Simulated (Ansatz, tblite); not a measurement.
Forces on Te(SiH3)2 (Si2TeH6) at its r2SCAN-D4/def2-SVP geometry. The state is a singlet with charge 0.

In the def2 sets Te takes a core potential; there is no spin–orbit coupling. The xTB rows come from tblite.

GFN1-xTB (tblite), largest force 1.12 eV/Å:

```xyz
9
positions Å, forces eV/Å
Te    0.931    0.311   -1.483   -0.589   -0.197    0.937
Si   -1.187   -0.939   -0.974    0.534    0.332   -0.048
H    -2.221   -0.024   -0.405    0.335   -0.541   -0.256
H    -0.934   -2.045   -0.003   -0.285    0.433   -0.451
H    -1.665   -1.501   -2.269    0.152    0.223    0.636
Si    1.215    0.948    0.930   -0.138   -0.200   -0.579
H     2.463    1.760    1.007   -0.589   -0.367    0.049
H     1.345   -0.266    1.789   -0.023    0.648   -0.235
H     0.053    1.756    1.408    0.603   -0.331   -0.052
```

GFN2-xTB (tblite), largest force 0.64 eV/Å:

```
Te -0.190 -0.063 0.300
Si -0.208 -0.142 -0.052
H 0.363 -0.390 -0.213
H -0.146 0.412 -0.374
H 0.180 0.226 0.562
Si 0.115 0.110 0.205
H -0.536 -0.343 -0.005
H -0.046 0.499 -0.287
H 0.469 -0.308 -0.137
```

PBE0-D4/def2-TZVP (Ansatz), largest force 0.28 eV/Å:

```
Te -0.148 -0.050 0.235
Si 0.029 0.023 0.006
H 0.112 -0.082 -0.060
H -0.010 0.115 -0.100
H 0.040 0.048 0.112
Si -0.014 -0.018 -0.027
H -0.112 -0.072 -0.005
H -0.013 0.119 -0.099
H 0.116 -0.082 -0.063
```
